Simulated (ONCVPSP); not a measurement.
Cutoff test, carbon (C), ONCV

ONCVPSP 4.0.1 input, shortened (lines: element, Z, core and valence counts, functional; n l f; lmax; l rc ep ncon nbas qcut; lloc lpopt rc5 dvloc0; l nproj debl; icmod fcfact rcfact), PBE, fully relativistic:

```
  C 6.00    1    2        4      upf
    1    0    2.00
    2    0    1.00
    2    1    3.00
    2
    0    1.25    0.00    4    8    6.00
    1    3.00    0.00    3    8    4.50
    2    3.30    0.02    3    6    2.50
    4    2    0.85    0.00
    0    2    3.40
    1    2    1.60
    2    1    3.20
    0    0.00    0.00
```

Open shells are filled in proportion to 2j + 1.

Task: For each optimised wave give the share of its norm inside rc, the residual kinetic energy above qcut (Ha) and the cutoffs (Ha) for errors of 10, 1, 0.1 and 0.01 mHa per electron.

Result:

| wave | norm inside rc | residual KE | 10 mHa | 1 mHa | 0.1 mHa | 0.01 mHa |
| --- | --- | --- | --- | --- | --- | --- |
| 2s | 0.373 | 4.9e-04 | 10.3 | 16.2 | 57.3 | 108.7 |
| s projector 2 | 0.087 | 1.4e-03 | 12.8 | 19.2 | 42.1 | 107.7 |
| 2p j=3/2 | 0.891 | 8.1e-07 | 5.2 | 6.8 | 8.1 | 9.1 |
| p projector 2 j=3/2 | 0.227 | 4.7e-05 | 6.7 | 8.4 | 9.7 | 26.7 |
| 2p j=1/2 | 0.891 | 8.1e-07 | 5.2 | 6.8 | 8.1 | 9.1 |
| p projector 2 j=1/2 | 0.227 | 4.7e-05 | 6.7 | 8.4 | 9.7 | 26.8 |
| d projector 1 j=5/2 | 0.000 | 1.1e-04 | 0.0 | 0.1 | 6.5 | not reached |
| d projector 1 j=3/2 | 0.000 | 1.1e-04 | 0.0 | 0.1 | 6.5 | not reached |

The occupied waves need 16 Ha and 57 Ha for 1 and 0.1 mHa. Rows with under 1 % of the norm inside rc give no meaningful cutoff. Note: no bound ghost flagged; GHOST(+) flagged for d5/2 at 10.5 eV, d3/2 at 10.7 eV. Its largest configuration-test error is +2093 meV.
